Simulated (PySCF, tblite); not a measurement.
Isomers of C5H11Si2 (doublet state), one GFN2-xTB conformer each. Single-point energies are computed at B3LYP/pcH-1 (PySCF, gas phase, no added dispersion term), electronic only. GFN2-xTB treats the open shell by occupation alone, and not every SCF solution was tested for stability.

Question: Rank them by B3LYP/pcH-1 energy, lowest first (kJ/mol).
A. `[CH2:1]/[CH:2]=[CH:3]\[CH:4]1[SiH2:5][CH2:6][SiH2:7]1` (doublet state) with H–C1–C2–C3 0° and 180°, C2–C3–C4–Si5 54°
B. `[CH2:1]=[C:2]([CH3:3])/[C:4]([SiH3:5])=[C:6]/[SiH3:7]` (doublet state) with C1–C2–C4–Si5 -7°

Answer: A (0.0), B (110.8).

As drawn, the lower has a four-membered ring, which the higher lacks. GFN2-xTB itself gives, in the same order: 0.0, 24.7. Both levels put the same isomer lowest.

Question: What happens when harmonic zero-point energies from GFN2-xTB frequencies are added?

Answer: 
```json
{"SMILES": "[CH2]/C=C\\C1[SiH2]C[SiH2]1", "ZPE (kJ/mol)": "347.3", "electronic (kJ/mol)": "0.0", "with ZPE (kJ/mol)": "0.0"}
{"SMILES": "C=C(C)/C([SiH3])=[C]/[SiH3]", "ZPE (kJ/mol)": "331.3", "electronic (kJ/mol)": "110.8", "with ZPE (kJ/mol)": "94.8"}
```

The zero-point energies span 16.0 kJ/mol. The order is unchanged.
